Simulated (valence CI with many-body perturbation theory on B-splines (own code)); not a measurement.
**E1 line list for Ta⁵⁹⁺**

Computed by relativistic CI+MBPT: four valence electrons over a frozen Dirac-Fock core [Ne], a basis of 11 s, 11 p, 10 d, 8 f, 5 g, 2 h functions for each j, with the one-electron correlation potential Σ1 (screened to all orders), the two-electron term Σ2, the three-electron term Σ3, Breit, model QED; selected single and double excitations, second order for the rest, scaled by the run's own slope (own B-spline code, finite nucleus).

No measured spectrum was set against this ion. As an estimate, large intervals hold to a few tenths of a per cent, small ones and those within an open d or f shell to about a per cent. Among the levels kept, up to 570 cm⁻¹ of a level comes from second order outside the variational space, and about a tenth of that is noise between levels of different J, which matters for small intervals.

Lines 201 to 250 of 562 in falling wavelength, among levels below 121.48 Ry, chosen from the strongest by gf and those to the six lowest levels. Wavelengths and rates use the calculated energies. Electric multipoles are in the length gauge, E1 and E2 with the static RPA response of the core. Weak lines are less certain than strong ones. Lines between different terms over intervals too small for the method are left out, as are lines whose strength nearly cancels. The highest levels of a list are the least certain.

Levels are named by their leading jj configuration (3d3/2^4 stands for four electrons in 3d with j = 3/2), which in mixed levels can hold well under half, so a name can repeat and another be missing. Letters in brackets count levels of one name in rising energy.

```csv
λ vac (nm),Upper,Lower,A (s⁻¹),log gf,Branch %
3.817,(3s^2 3d5/2^2) J=4,(3s^2 3p3/2 3d5/2) J=4,1.52e+11,-0.52,27.4
3.813,(3s^2 3d5/2^2) J=2,(3s^2 3p3/2 3d5/2) J=2,4.33e+11,-0.33,64.3
3.803,(3s 3p3/2^2 3d5/2) J=2 [b],(3s 3p3/2^3) J=2,2.24e+11,-0.62,10.6
3.802,(3s 3p3/2^2 3d5/2) J=3 [c],(3s 3p3/2^3) J=2,5.69e+11,-0.06,18.4
3.788,(3s 3p1/2 3d5/2^2) J=3 [a],(3s 3p1/2 3p3/2 3d5/2) J=3 [a],1.11e+11,-0.77,19.8
3.767,(3s 3p1/2 3d5/2^2) J=1 [a],(3s 3p1/2 3p3/2 3d5/2) J=1 [a],1.79e+11,-0.94,19.7
3.742,(3s 3p1/2 3d3/2 3d5/2) J=3 [b],(3s 3p1/2 3p3/2 3d3/2) J=3 [a],6.28e+10,-1.03,11.8
3.735,(3s 3p1/2 3d5/2^2) J=4 [a],(3s 3p1/2 3p3/2 3d5/2) J=4 [a],1.55e+11,-0.54,23.0
3.659,(3s 3p1/2 3p3/2 3d5/2) J=3 [c],(3s 3p1/2 3p3/2^2) J=2 [a],1.36e+11,-0.72,8.1
3.651,(3s 3p1/2 3p3/2 3d5/2) J=3 [d],(3s 3p1/2 3p3/2^2) J=3,5.09e+10,-1.15,3.0
2.734,(3s 3p3/2^2 3d5/2) J=4 [a],(3s^2 3p3/2 3d5/2) J=3,3.09e+11,-0.51,37.7
2.702,(3p1/2 3p3/2^2 3d5/2) J=3,(3s 3p1/2 3p3/2 3d5/2) J=2 [d],1.80e+11,-0.86,6.8
2.662,(3s 3p1/2 3p3/2 3d3/2) J=2 [a],(3s^2 3p1/2 3d3/2) J=2,1.13e+10,-2.22,3.0
2.658,(3p1/2 3p3/2^2 3d5/2) J=3,(3s 3p1/2 3p3/2 3d5/2) J=2 [c],1.86e+11,-0.86,7.0
2.650,(3s 3p3/2^2 3d5/2) J=0,(3s^2 3p3/2 3d5/2) J=1,6.72e+11,-1.15,43.8
2.621,(3s 3p1/2 3p3/2^2) J=2 [a],(3s^2 3p1/2 3p3/2) J=2,1.52e+10,-2.11,3.0
2.620,(3p1/2 3p3/2^2 3d5/2) J=4 [b],(3s 3p1/2 3p3/2 3d5/2) J=3 [d],3.92e+11,-0.44,15.9
2.618,(3s 3p3/2^2 3d3/2) J=1 [a],(3s^2 3p3/2 3d3/2) J=0,3.11e+11,-1.02,10.4
2.613,(3s 3p1/2 3p3/2 3d5/2) J=2 [a],(3s^2 3p1/2 3d5/2) J=2,2.25e+11,-0.94,42.5
2.612,(3s 3p3/2^2 3d3/2) J=1 [a],(3s^2 3p3/2 3d3/2) J=1,2.36e+11,-1.14,7.9
2.607,(3s 3p3/2^2 3d3/2) J=2 [a],(3s^2 3p3/2 3d3/2) J=1,3.67e+11,-0.73,11.7
2.606,(3s 3p1/2 3p3/2 3d3/2) J=1 [a],(3s^2 3p1/2 3d3/2) J=2,1.62e+10,-2.31,24.9
2.603,(3s 3p3/2^2 3d3/2) J=3 [a],(3s^2 3p3/2 3d3/2) J=2,4.16e+11,-0.53,18.6
2.578,(3s 3p3/2^2 3d5/2) J=5,(3s^2 3p3/2 3d5/2) J=4,4.95e+11,-0.27,99.9
2.577,(3s 3p1/2 3p3/2 3d3/2) J=3 [a],(3s^2 3p1/2 3d3/2) J=2,1.40e+10,-2.01,20.1
2.571,(3s 3p1/2 3p3/2^2) J=2 [a],(3s^2 3p1/2 3p3/2) J=1,4.84e+11,-0.62,96.6
2.562,(3p1/2 3p3/2^2 3d5/2) J=4 [a],(3s 3p1/2 3p3/2 3d5/2) J=3 [c],9.87e+11,-0.06,48.5
2.558,(3p1/2 3p3/2^2 3d3/2) J=1 [a],(3s 3p1/2 3p3/2 3d3/2) J=1 [c],6.60e+11,-0.71,21.2
2.557,(3s 3p1/2 3p3/2 3d3/2) J=2 [b],(3s^2 3p1/2 3d3/2) J=2,4.20e+10,-1.69,4.0
2.552,(3s 3p3/2^2 3d5/2) J=4 [a],(3s^2 3p3/2 3d5/2) J=4,4.55e+11,-0.40,55.4
2.550,(3p1/2 3p3/2^2 3d5/2) J=5,(3s 3p1/2 3p3/2 3d5/2) J=4 [c],8.32e+11,-0.05,68.0
2.549,(3p1/2 3p3/2^2 3d5/2) J=3,(3s 3p1/2 3p3/2 3d5/2) J=3 [c],3.27e+11,-0.65,12.3
2.546,(3p1/2 3p3/2^2 3d3/2) J=1 [b],(3s 3p1/2 3p3/2 3d3/2) J=0 [b],2.80e+11,-1.09,7.5
2.539,(3s 3p3/2^2 3d3/2) J=4,(3s^2 3p3/2 3d3/2) J=3,9.58e+11,-0.08,42.5
2.535,(3p1/2 3p3/2^2 3d5/2) J=4 [b],(3s 3p1/2 3p3/2 3d5/2) J=4 [c],2.48e+11,-0.67,10.1
2.531,(3s 3p1/2 3p3/2 3d3/2) J=2 [a],(3s 3p1/2^2 3p3/2) J=1,2.55e+11,-0.91,66.8
2.528,(3p1/2 3p3/2^2 3d3/2) J=0,(3s 3p1/2 3p3/2 3d3/2) J=1 [c],1.66e+12,-0.80,53.4
2.525,(3s 3p1/2 3p3/2^2) J=3,(3s^2 3p1/2 3p3/2) J=2,3.25e+11,-0.66,96.0
2.522,(3p1/2 3p3/2^2 3d3/2) J=1 [b],(3s 3p1/2 3p3/2 3d3/2) J=1 [d],3.01e+11,-1.07,8.1
2.521,(3p1/2 3p3/2^2 3d5/2) J=0,(3s 3p1/2 3p3/2 3d5/2) J=1 [b],1.40e+12,-0.87,66.0
2.517,(3p1/2 3p3/2^2 3d3/2) J=3 [b],(3s 3p1/2 3p3/2 3d3/2) J=2 [e],1.40e+12,-0.03,38.2
2.517,(3p1/2 3p3/2^2 3d3/2) J=3 [a],(3s 3p1/2 3p3/2 3d3/2) J=3 [c],2.33e+11,-0.81,8.1
2.513,(3s 3p3/2^2 3d5/2) J=2 [a],(3s^2 3p3/2 3d5/2) J=1,2.49e+11,-0.93,16.0
2.512,(3s 3p1/2 3p3/2 3d5/2) J=3 [b],(3s^2 3p1/2 3d5/2) J=3,2.39e+11,-0.80,40.3
2.512,(3p1/2 3p3/2^2 3d3/2) J=2 [c],(3s 3p1/2 3p3/2 3d3/2) J=1 [d],5.87e+11,-0.56,19.9
2.502,(3p1/2 3p3/2^2 3d3/2) J=3 [a],(3s 3p1/2 3p3/2 3d3/2) J=2 [d],1.39e+11,-1.04,4.8
2.502,(3p1/2 3p3/2^2 3d5/2) J=4 [a],(3s 3p1/2 3p3/2 3d5/2) J=4 [b],1.50e+11,-0.90,7.4
2.496,(3p1/2 3p3/2^2 3d3/2) J=2 [a],(3s 3p1/2 3p3/2 3d3/2) J=2 [c],7.06e+11,-0.48,28.5
2.496,(3s 3p1/2 3p3/2 3d5/2) J=4 [b],(3s^2 3p1/2 3d5/2) J=3,1.06e+11,-1.05,35.2
2.494,(3s 3p1/2 3p3/2 3d5/2) J=2 [b],(3s^2 3p1/2 3d5/2) J=3,2.13e+11,-1.00,13.6
```

(1) How does gf follow from A for the line at 2.606 nm?

Results:

(1) gf = 1.4992 × (2J+1)_upper × A / σ², with σ = 3837142 cm⁻¹ and 2J+1 = 3: gf = 0.00494.
